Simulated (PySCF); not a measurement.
SMILES C=C[SiH2][SiH2]F, GFN2-xTB optimised geometry.

```
12

C      1.21     1.32    -2.50
C      1.91     0.68    -1.57
Si     1.19    -0.08     0.00
Si    -1.11    -0.08     0.00
F     -1.64     1.45     0.00
H      1.65     1.74    -3.38
H      0.14     1.45    -2.40
H      2.98     0.58    -1.72
H      1.70    -1.45     0.09
H      1.78     0.65     1.13
H     -1.75    -0.62     1.19
H     -1.78    -0.63    -1.18
```

Density from PBE0/def2-TZVP run with PySCF at that geometry.

Minimum of the electron density along straight lines between bonded atoms, close to the bond critical point (lines longer than 1.1 times the sum of covalent radii, or with two minima, are not listed):

```
bond     length / Å  ρ at the minimum / e bohr⁻³  ∇²ρ there / e bohr⁻⁵  position (fraction from the first atom)
-------  ----------  ---------------------------  --------------------  ---------------------------------------
C1–C2         1.324                            …                 -1.10                                     0.50
C2–Si3        1.887                        0.117                  0.20                                     0.61
Si3–Si4       2.304                            …                     …                                     0.37
Si4–F5        1.618                        0.131                  0.93                                     0.42
C1–H6         1.080                        0.287                 -1.03                                     0.65
C1–H7         1.079                        0.288                 -1.03                                     0.65
C2–H8         1.084                        0.281                 -0.98                                     0.64
Si3–H9        1.473                        0.121                  0.19                                     0.49
Si3–H10       1.473                        0.121                  0.18                                     0.49
Si4–H11       1.461                        0.127                  0.19                                     0.49
Si4–H12       1.462                        0.127                  0.18                                     0.49
```

### Question
What belongs in the gaps?

### Answer

- C1–C2, ρ at the minimum / e bohr⁻³: 0.355
- Si3–Si4, ρ at the minimum / e bohr⁻³: 0.101
- Si3–Si4, ∇²ρ there / e bohr⁻⁵: -0.15
